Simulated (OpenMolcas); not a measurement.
# Kr II: effect of the IPEA shift

- Program: OpenMolcas 26.06
- Basis: ANO-RCC [9s8p6d4f2g]
- Scalar Hamiltonian: DKH2, point nucleus
- Active space: 7 electrons in 9 orbitals (RAS2 4s 4p; RAS3 4d, at most 2 electrons)
- State averaging: 2S+1 = 2 odd, 3 roots; 2S+1 = 2 even, 1 root
- Spin-orbit coupling: RASSI with atomic mean-field integrals over the reference wave functions, term energies averaged over their components

Methods on the same reference wave functions:
A. RASSCF
B. SS-RASPT2, IPEA 0 Eh, imaginary shift 0.1 Eh (closed shells correlated: 3d)
C. SS-RASPT2, IPEA 0.25 Eh, imaginary shift 0.1 Eh (closed shells correlated: 3d)

Energies in cm⁻¹ above 4s² 4p⁵ ²P°_3/2, the measured ground level; measured values from NIST Handbook of Basic Atomic Spectroscopic Data.

| Level | A | B | C | Measured |
| --- | --- | --- | --- | --- |
| 4s² 4p⁵ ²P°_3/2 | 0.0 | 0.0 | 0.0 | 0.0 |
| 4s² 4p⁵ ²P°_1/2 | 4847 | 4847 | 4847 | 5370 |
| 4s 4p⁶ ²S_1/2 | 112012 | 110763 | 111418 | 109000 |

Deviations, from unrounded energies. A percentage is the sum of absolute deviations over the sum of measured energies, with the sign that they share, or ± where signs differ.

```
                  Against measurement  Levels     A     B     C
       mean absolute deviation (cm-1)       2  1800  1100  1500
fine structure of the ground term (%)       1  -9.7  -9.7  -9.7
             other configurations (%)       1  +2.8  +1.6  +2.2
```

B lies closest to measurement on these levels and A furthest from it. The largest miss of B in the table is 4s 4p⁶ ²S_1/2, by +1800 cm-1. The ranking rests on the paired levels alone, and a cruder setting can come out closer through cancelling errors.

Between B and C the level of the table that moves most is 4s 4p⁶ ²S_1/2, by 660 cm-1 (lowest in B, highest in C).

The lowest spin-free term lies below A's lowest term by 0.303 hartree in B, 0.302 hartree in C.

Configurations are named by rounded mean occupations; where the s occupation lies near a half they are strongly mixed, a name can repeat and a true partner stay unpaired. Some terms take much of their weight from 4d, a shell meant for correlation, so their names are nominal. Some terms mix strongly with configurations of 4d, whose occupation reaches 0.36 (4s 4p⁶ ²S). Without dynamic correlation excited terms often stand tens of per cent too high (terms of higher spin than the ground term too low), and those without a measured partner can miss by more than the paired ones (holds for A). Computed and measured levels are paired by configuration, term and J; levels that our copy of the source lacks, or whose pairing is in doubt (as where it misses far off the trend of its configuration), stay unpaired and out of the deviations. Levels of configurations outside the active space are missing.

° marks odd parity.
